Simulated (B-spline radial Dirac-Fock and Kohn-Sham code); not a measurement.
Satellites and hypersatellites of the K lines of Nb⁺

System: Nb⁺, [Kr] 4d2 5s2 (not the ground configuration).

Input of the calculation (task.json; shells as n, l, electrons):

```json
{"items": [{
  "Z": 41,
  "q": 1,
  "cfg": [[1, 0, 2], [2, 0, 2], [2, 1, 6], [3, 0, 2], [3, 1, 6], [3, 2, 10], [4, 0, 2], [4, 1, 6], [4, 2, 2], [5, 0, 2]],
  "A": 93,
  "rrms": 4.324,
  "do": ["binding", "quiet", "double"]
}]}
```

Command: `python xray_run.py task.json out`

Level of theory: relaxed Dirac-Fock hole states (ΔSCF) with Breit and QED corrections and a finite nucleus; a radial finite-basis atomic code. Each two-hole energy is an average over J within one jj subconfiguration, not an observable level; in light atoms, where LS coupling holds, the j-resolved values are not observed lines, and for a K spectator the Kα1 hypersatellite is nearly forbidden. The model has no electron correlation.

Lines without a spectator: Kα2 (K-L2) 16519.1 eV, Kα1 (K-L3) 16613.4 eV, Kβ3 (K-M2) 18603.8 eV, Kβ1 (K-M3) 18619.5 eV. Shifts in eV with one spectator hole (a dash: not computed, or left out as unreliable):

| spectator hole | Kα2 | Kα1 | Kβ3 | Kβ1 |
| --- | --- | --- | --- | --- |
| K (1s) | +454.0 | +463.4 | +575.2 | +577.0 |
| L2 (2p1/2) | +47.2 | +58.6 | – | +127.5 |
| L3 (2p3/2) | +49.2 | +48.4 | +117.3 | – |
| M2 (3p1/2) | – | +5.53 | +13.19 | +16.36 |
| M3 (3p3/2) | +4.41 | – | +14.50 | +13.92 |
| M4 (3d3/2) | +0.13 | -1.80 | – | – |
| M5 (3d5/2) | -2.06 | -0.74 | – | – |

With n spectator holes in 2p, averaged over the 2p shell (energies in eV):

| n | KαLⁿ | step | hypersatellite KαʰLⁿ |
| --- | --- | --- | --- |
| 0 | 16581.9 | – | 17042.1 |
| 1 | 16633.2 | +51.3 | 17094.7 |
| 2 | 16685.6 | +52.4 | 17148.5 |
| 3 | 16739.3 | +53.6 | 17203.5 |
| 4 | 16794.1 | +54.8 | 17259.7 |
| 5 | 16850.1 | +56.0 | 17317.1 |
